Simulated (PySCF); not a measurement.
Sn(H)(F)(Me)2 (C₂H₇FSn), SMILES [F][SnH]([CH3])[CH3]. Heavy atoms are numbered as in [SnH:1]([CH3:2])([CH3:3])[F:4]. Hydrogens are named by the atom that carries them.

Coordinates come from a B3LYP-D3(BJ)/def2-SVP optimisation. The def2 effective core potentials stand for the cores of Sn; spin–orbit coupling is left out.

Computed with r2SCAN/def2-TZVP in PySCF.

ESP charges are fitted to the potential on shells at 1.4 to 2.0 van der Waals radii. Atomic charges (e), one atom of each kind:

```json
[
 {"atom": "Sn1 (SnH)", "ESP fit": "1.01", "Löwdin": "0.65", "Mulliken": "0.97"},
 {"atom": "C2 (CH3)", "ESP fit": "-0.80", "Löwdin": "-0.52", "Mulliken": "-0.60"},
 {"atom": "F4", "ESP fit": "-0.45", "Löwdin": "-0.30", "Mulliken": "-0.52"},
 {"atom": "H on Sn1", "ESP fit": "-0.18", "Löwdin": "-0.06", "Mulliken": "-0.08"},
 {"atom": "H on C2", "ESP fit": "0.19", "Löwdin": "0.12", "Mulliken": "0.13"}
]
```
